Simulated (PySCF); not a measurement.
# Computed records: AlBClHO, AlBFHO

Computed with PySCF 2.14.0. Calculation on a computer-drawn molecule: optimised geometry and harmonic frequencies of an isolated molecule of the commonest isotopes, restricted reference for singlets and unrestricted otherwise, frozen core in MP2.

Common to all runs: charge 0; multiplicity 1; basis cc-pV(D+d)Z.

(1) AlBClHO

Start structure:
```xyz
5
AlBClHO
O      0.6363    -1.9427     3.2029
B      0.4382    -0.9447     2.5919
Al     0.0512     0.8275     1.4885
Cl     1.5436     2.3057     1.5235
H     -1.2627     1.0597     0.6793
```

| Property | Result |
| --- | --- |
| method | MP2 |
| rotational constants | 13.69, 1.801, 1.591 GHz |
| total energy | -802.1378 hartree |
| convergence status largest gradient component | 4.044e-05 hartree/bohr |

Drawn bonds:
| atom | other atom | order |
| --- | --- | --- |
| 1 | 2 | 2 |
| 2 | 3 | 1 |
| 3 | 4 | 1 |
| 3 | 5 | 1 |

Optimised structure:
```xyz
5
AlBClHO
O      0.6412    -1.9598     3.2141
B      0.4337    -0.9331     2.5837
Al     0.0525     0.8264     1.4899
Cl     1.5415     2.3076     1.5214
H     -1.2624     1.0644     0.6770
```

Modes:
| frequency (cm⁻¹) | reduced mass (dalton) |
| --- | --- |
| 105.6 | 16.44 |
| 247 | 4.419 |
| 325.2 | 9.663 |
| 452.9 | 14.69 |
| 486 | 1.451 |
| 561.7 | 5.993 |
| 676.4 | 1.243 |
| 1899 | 12.35 |
| 2034 | 1.044 |

(2) AlBFHO

Start structure:
```xyz
5
AlBFHO
O      1.9208     0.4991    -2.2762
B      0.8584     0.1997    -1.6973
Al    -0.9448    -0.2325    -0.7572
F     -0.9806    -0.5850     0.8439
H     -2.3206    -0.2704    -1.4900
```

| Property | Result |
| --- | --- |
| method | HF |
| rotational constants | 22.02, 2.599, 2.325 GHz |
| total energy | -441.6210 hartree |
| convergence status largest gradient component | 3.178e-05 hartree/bohr |

Drawn bonds:
| atom | other atom | order |
| --- | --- | --- |
| 1 | 2 | 2 |
| 2 | 3 | 1 |
| 3 | 4 | 1 |
| 3 | 5 | 1 |

Optimised structure:
```xyz
5
AlBFHO
O      1.9023     0.4765    -2.2328
B      0.8759     0.2182    -1.6962
Al    -0.9809    -0.2381    -0.7748
F     -0.9078    -0.5745     0.8372
H     -2.3563    -0.2712    -1.5102
```

Modes:
| frequency (cm⁻¹) | reduced mass (dalton) |
| --- | --- |
| 147.7 | 12.23 |
| 275.8 | 4.418 |
| 367.3 | 9.736 |
| 481.9 | 11.13 |
| 524 | 1.523 |
| 697.7 | 1.141 |
| 867.4 | 16 |
| 2076 | 1.053 |
| 2131 | 11.28 |
